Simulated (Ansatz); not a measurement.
Relaxation of CH$_{7}$NOSeSi (12 atoms, charge 0, multiplicity 1), to a largest force component of 0.015 eV/Å in at most 40 steps.

Computed with RKS r2SCAN/def2-SVP in Ansatz 0.2.0.

```xyz
12
Properties=species:S:1:pos:R:3:forces:R:3
C -1.551 0.040 -0.007 -3.09 2.89 -0.93
O -0.728 -0.625 -0.863 2.42 -0.52 -0.36
Si 0.883 -0.317 -0.399 0.52 -0.66 0.90
N 1.261 -0.780 1.318 -3.22 0.34 0.37
Se 1.460 1.873 -0.699 -0.16 0.11 -0.33
H -1.413 1.197 -0.055 0.05 -1.46 0.31
H -2.610 -0.077 -0.372 0.52 -0.14 0.41
H -1.512 -0.278 1.018 0.13 -0.37 1.06
H 1.805 -1.109 -1.196 0.00 -0.48 -0.57
H 0.694 -1.697 1.493 1.34 1.70 -0.34
H 0.702 -0.079 1.942 1.37 -1.39 -1.05
H 1.086 1.797 -2.147 0.11 -0.02 0.52
```

**Question.** Where does it end, and by what steps?

**Answer.** The run converged. After 11 steps the energy has fallen by 0.808 eV; H10 moved furthest, 0.71 Å.

```json
{"step": "0", "energy less start (eV)": "0.0000", "largest force component (eV/Å)": "3.218", "accepted": "yes"}
{"step": "1", "energy less start (eV)": "-0.5048", "largest force component (eV/Å)": "1.560", "accepted": "yes"}
{"step": "2", "energy less start (eV)": "-0.6721", "largest force component (eV/Å)": "0.792", "accepted": "yes"}
{"step": "3", "energy less start (eV)": "-0.7384", "largest force component (eV/Å)": "0.746", "accepted": "yes"}
{"step": "4", "energy less start (eV)": "-0.7929", "largest force component (eV/Å)": "0.281", "accepted": "yes"}
{"step": "5", "energy less start (eV)": "-0.8009", "largest force component (eV/Å)": "0.130", "accepted": "yes"}
{"step": "6", "energy less start (eV)": "-0.8047", "largest force component (eV/Å)": "0.107", "accepted": "yes"}
{"step": "7", "energy less start (eV)": "-0.8047", "largest force component (eV/Å)": "0.149", "accepted": "no"}
{"step": "8", "energy less start (eV)": "-0.8075", "largest force component (eV/Å)": "0.045", "accepted": "yes"}
{"step": "9", "energy less start (eV)": "-0.8074", "largest force component (eV/Å)": "0.102", "accepted": "no"}
{"step": "10", "energy less start (eV)": "-0.8077", "largest force component (eV/Å)": "0.023", "accepted": "yes"}
{"step": "11", "energy less start (eV)": "-0.8077", "largest force component (eV/Å)": "0.011", "accepted": "yes"}
```

```xyz
12
Properties=species:S:1:pos:R:3
C -1.749 0.175 -0.194
O -0.689 -0.528 -0.805
Si 0.906 -0.433 -0.333
N 1.277 -0.774 1.305
Se 1.635 1.724 -0.601
H -1.650 1.267 -0.335
H -2.695 -0.152 -0.652
H -1.800 -0.027 0.892
H 1.574 -1.437 -1.192
H 1.388 -1.723 1.647
H 1.132 -0.107 2.054
H 0.748 1.961 -1.751
```

Whether the end is a true minimum wasn't checked by a vibrational analysis.

Run time: 58 s on 2 threads of Arm Neoverse V2, on a shared host, peak memory 0.21 GiB.
